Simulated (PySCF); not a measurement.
C₄H₈Cl, multiplicity 2. Atoms are numbered in the order given.

```xyz
13

C      0.6778     1.5251     0.0000
C      0.4452     0.0753     0.0000
C      0.9083    -0.6254     1.2729
C      0.9083    -0.6254    -1.2729
Cl    -1.4793    -0.0860     0.0000
H      0.6568     2.0871     0.9459
H      0.6568     2.0871    -0.9459
H      0.4926    -0.1308     2.1716
H      0.5894    -1.6854     1.2769
H      2.0166    -0.5888     1.3318
H      0.5894    -1.6854    -1.2769
H      0.4926    -0.1308    -2.1716
H      2.0166    -0.5888    -1.3318
```
Charge 0, spin multiplicity 2.

Coordinates come from a PBE-D3(BJ)/def2-SVP optimisation. The isomer is the one that the SMILES or the coordinates give; other isomers of the formula were not compared.

Level of theory: B3LYP/def2-TZVP run with PySCF.

```yaml
total_energy: -617.48023 hartree
point_group: Cs
"α spin, highest occupied and lowest empty level": -6.28 and 0.07 eV
"β spin, highest occupied and lowest empty level": -7.90 and -2.62 eV
dipole_moment: 0.478 e·Å
quadrupole, principal values (traceless, Buckingham form, about the centre of nuclear charge): -4.09, 1.94, 2.16 D·Å
mean_static_polarisability: 64.3 bohr³ (9.53 Å³)
polarisability_principal_values: 59.3, 60.9, 72.8 bohr³
"⟨S²⟩": 0.756 (pure state 0.75)
```
